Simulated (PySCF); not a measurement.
## MCl₂ across the fourth-period p block

Level: PBE0, basis family def2-TZVP, no relativity.

Each entry is the lowest minimum that a search over a few typed start shapes (and spin states, where more than one is plausible) found, or that minimum re-optimised at the stated level; isomers with ligand–ligand bonds, or fragments after loss of a ligand pair, can lie lower. Open shells are unrestricted; no spin–orbit coupling; PySCF with density fitting.

```tsv
molecule	2S+1	point group	mean bond to the central atom (Å)	lowest ω (cm⁻¹)	gap (eV)	atomisation (kJ/mol)	highest ω (cm⁻¹)
GaCl₂	2	C2v	2.160	115	–	688	422
GeCl₂	1	C2v	2.182	158	5.03	803	409
SeCl₂	1	C2v	2.147	163	4.42	531	438
BrCl₂	2	C2v	2.272	115	–	294	327
```

The bond length does not run in one direction; the largest change, 0.125 Å, falls between SeCl₂ and BrCl₂ among the members listed.

Left out of the table are members whose search was unfinished or whose lowest solution was spin-contaminated, unstable, very soft or bonded differently.
